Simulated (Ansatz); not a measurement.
Reaction (formal exchange of groups at the Si–Ga bond): `N[SiH](N)[Ga]([F])[Cl]` + `COC(C)(C)C` → `C[SiH](N)N` + `CC(C)(C)[O][Ga]([F])[Cl]`

Program: Ansatz. Geometries: PBE0-D4/def2-TZVP. ΔE: electronic, gas phase. CCSD(T)/CBS is the MP2 limit (def2-TZVPP, def2-QZVPP) plus CCSD(T) − MP2 in def2-TZVPP, frozen cores. DFT in def2-TZVPP. HSE06 is defined as in plane-wave codes. For Ga outer-core shells are correlated without core-valence functions, which leaves a few kJ/mol of doubt a bond. Scalar relativity is left out up to krypton. Each species was taken in one conformer, which may not be the lowest.

**Question.** Is it downhill or uphill in electronic energy at CCSD(T)/CBS, and by how much? (Estimate.)

**Answer.** The calculation gave: Downhill: ΔE = -1.25 eV.

**Question.** What do these levels give: BLYP-D4, r2SCAN-D4, BHLYP-D4, PBE-QIDH, HSE06, CCSD/def2-TZVPP? (An estimate is asked.)

**Answer.** The calculation gave: BLYP-D4 -1.02, r2SCAN-D4 -1.19, BHLYP-D4 -1.18, PBE-QIDH -1.25, HSE06 -1.05, CCSD/def2-TZVPP -1.31 eV.

Largest T1 diagnostic among the species: 0.013.

From PBE to PBE0 (25 % exact exchange), in def2-TZVPP and without D4, ΔE moves by −0.09 eV. Leaving LDA and LC-ωPBE aside and taking each functional with its dispersion term where it has one, the values, not all of them listed here, spread over 0.28 eV, from PBE-QIDH to PBE-D4.
